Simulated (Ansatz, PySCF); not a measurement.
Gas-phase reaction (SMILES): C[O][Al]([Cl])[Cl] + [H][H] (H2) → [Cl][AlH][Cl] + CO (CH4O) [methanol]; hydrogen cleaves one Al-O bond, a model of a ligand-exchange step.

Each molecule is optimised on its own at B3LYP-D3(BJ)/def2-TZVP (Ansatz, a first-principles code), one conformer each, not searched for the lowest. Cores are frozen in the correlated levels unless marked. Spin-orbit coupling is left out. Non-relativistic. CBS marks a two-point X^-3 extrapolation of the correlation energy; Hartree-Fock from the larger set. Thermal terms are rigid-rotor harmonic-oscillator values from B3LYP-D3(BJ) frequencies (Ansatz or PySCF) at 298.15 K and 1 atm. 1 Eh = 627.5095 kcal/mol.

```
species             E, CCSD(T)/CBS(cc-pV(T+d)Z,cc-pV(Q+d)Z) (Ansatz) (Eh)  E, r2SCAN-D4/def2-TZVPD (Ansatz + dftd4) (Eh)  H - E (Eh)
------------------  -----------------------------------------------------  ---------------------------------------------  ----------
C[O][Al]([Cl])[Cl]                                            -1276.77950                                    -1278.09543     0.05367
[H][H] (H2)                                                      -1.17450                                       -1.17100     0.01336
[Cl][AlH][Cl]                                                 -1162.30011                                    -1163.51622     0.01512
CO (CH4O)                                                      -115.60979                                     -115.70530     0.05533
```

Problem. Work out ΔE and ΔH at 298.15 K at the first level, then ΔH at the second.

Solution. 
1. ΔE = [(-1162.30011) + (-115.60979)] - [(-1276.77950) + (-1.17450)] = 0.04410 Eh = 27.7 kcal/mol at CCSD(T)/CBS(cc-pV(T+d)Z,cc-pV(Q+d)Z).
2. The terms H - E add up to 0.00342 Eh, so ΔH = (0.04410 + (0.00342))×627.5095 = 29.8 kcal/mol.
3. At r2SCAN-D4/def2-TZVPD the same steps give ΔE = 28.2 and ΔH = 30.3 kcal/mol, a shift of +0.5 from the first level.
4. These values are not checked against measurement here, since the tables used lack a sound gas-phase enthalpy of formation for at least one species.
